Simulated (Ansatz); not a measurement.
Calculated with Ansatz (gas phase, PBE0-D4/def2-TZVP geometries, no zero-point term in ΔE). CCSD(T)/CBS is the MP2 limit (def2-TZVPP, def2-QZVPP) plus CCSD(T) − MP2 in def2-TZVPP, frozen cores. This one scheme is used for every species. DFT in def2-TZVPP. Each species was taken in one conformer, which may not be the lowest.

`NC(S)N[SiH3]` + `OCO` → `OCO[SiH3]` + `NC(N)S`  (ligand exchange at the Si–N bond)

| level | ΔE (kcal/mol) |
| --- | --- |
| B2PLYP | -6.9 |
| MP2/def2-TZVPP | -5.6 |

Question: What does CCSD(T)/CBS give? (Best estimate.)

Answer: Computed: -6.0 kcal/mol. The listed levels differ from it by -0.9, 0.4 kcal/mol.

Largest T1 diagnostic among the species: 0.011.

In def2-TZVPP, CCSD(T) changes the Hartree–Fock value by +3.2 kcal/mol (the triples alone add +0.4 kcal/mol) and MP2 by +3.6 kcal/mol. The D4 term adds +1.3 kcal/mol with B3LYP and +0.7 kcal/mol with PBE0; it sums over pairs of atoms, weighted by their polarisabilities, and B3LYP, whose exchange is more repulsive, gets the larger term.

B3LYP here is the variant with VWN-RPA as its local correlation; programs differ in this.
